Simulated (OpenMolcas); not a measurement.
W3+ among 5 point charges of -2 e arranged as a trigonal bipyramid (D3h), 2.25 Å from the ion, with the axial distance 2.137 Å.

- Program: OpenMolcas 26.06
- Method: SS-CASPT2, IPEA 0.25 Eh, imaginary shift 0.1 Eh (closed shells correlated: 4f 5s 5p)
- Basis: ANO-RCC-VDZP [7s6p4d2f1g]
- Scalar Hamiltonian: DKH2, point nucleus
- Active space: 3 electrons in 5 orbitals (5d)
- State averaging: 2S+1 = 4 even, 10 roots; 2S+1 = 2 even, 40 roots
- Spin-orbit coupling: RASSI with atomic mean-field integrals over the reference wave functions

(1) What is the spin-free ground state (labels of D3, the rotations of D3h)?

(2) Where is the first state of the same spin?

(3) What are the lowest two levels with spin-orbit coupling?

(4) What is χT at 300 K?

Answers

(1) 4E, 2-fold in its orbital part, 100 % from free-ion F terms; it has the highest spin that d3 allows.

(2) 4E at 789 cm-1 above the ground state.

(3) A 2-fold level with g = 0.69, 0.69, 0.95, then a 2-fold level 1660 cm-1 above it. Their leading multiplicities are 4 (86 %) and 4 (93 %).

(4) 0.11 cm3 K/mol.

Roots that are degenerate in the reference are averaged as groups; the widest CASPT2 spread within a group is 13 cm-1 (the 2-fold group of multiplicity 2 near 40800 cm-1 above the lowest state of its run). Shifts and gaps below about the spread of the groups concerned are not significant. Spin-orbit coupling mixes the spin-free states strongly: the lowest level takes only 50 % from its leading state, 4E. Free-ion shares, where given, are those of the reference states; single-state CASPT2 does not remix them. This is an electrostatic model: the charges have no orbitals. No measured value stands beside these numbers.
